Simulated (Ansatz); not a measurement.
Cu₈Te₄, relaxed as a singlet with RKS PBE-D4/def2-SVP in Ansatz, starting from the GFN1-xTB geometry. Force threshold 0.03 eV/Å.

In the def2 sets Te takes a core potential; there is no spin–orbit coupling. Another isomer (singlet) lies 0.39 eV lower at PBE0-D4/def2-TZVP; other spin states weren't run for this one.

Start:

```xyz
12

Cu    0.5080    1.0035   -1.6325
Cu    0.2916    0.9921    2.1923
Cu   -0.4696    2.2056    0.2672
Cu   -0.8745   -1.1072    1.1645
Cu   -1.9841    0.4621   -0.6616
Cu   -0.4459   -1.5388   -1.4135
Cu    1.7014   -0.8510    1.4948
Cu    1.8987   -0.8816   -0.8973
Te    0.7643   -2.9239    0.3608
Te   -2.2254    0.9831    1.8292
Te   -1.3211    0.1374   -3.0550
Te    2.1567    1.5187    0.3510
```

```json
{"step": "1", "energy (eV)": "-386214.3478", "largest force component (eV/Å)": "0.377", "SCF passes": "40"}
{"step": "2", "energy (eV)": "-386214.4660", "largest force component (eV/Å)": "0.231", "SCF passes": "25"}
{"step": "3", "energy (eV)": "-386214.5118", "largest force component (eV/Å)": "0.161", "SCF passes": "31"}
{"step": "4", "energy (eV)": "-386214.5205", "largest force component (eV/Å)": "0.031", "SCF passes": "24"}
{"step": "5", "energy (eV)": "-386214.5209", "largest force component (eV/Å)": "0.003", "SCF passes": "25"}
```

Force components are those of the run's own axes.

End:

Cartesian coordinates in Å:
```
Cu 0.4484 0.9198 -1.5323
Cu 0.3204 1.0026 2.2146
Cu -0.5023 2.1145 0.3127
Cu -0.6907 -0.8840 0.9441
Cu -2.0109 0.4615 -0.6938
Cu -0.4686 -1.5529 -1.4516
Cu 1.7301 -0.8383 1.5219
Cu 1.8169 -0.9146 -0.8270
Te 0.7762 -2.9674 0.3746
Te -2.2557 0.9924 1.8642
Te -1.3385 0.1429 -3.1041
Te 2.1749 1.5235 0.3768
```

By distances, no bond broke or formed. The bond that changes most is Cu6–Te9, from 2.56 to 2.62 Å (atoms count from 1).

No frequencies were taken in this run, so the end may be a saddle point.

It took 26 s on 2 threads of AMD EPYC 7R13 on a shared host and a share (18 GiB) of an NVIDIA H100 80GB HBM3, peak host memory 1.1 GiB.
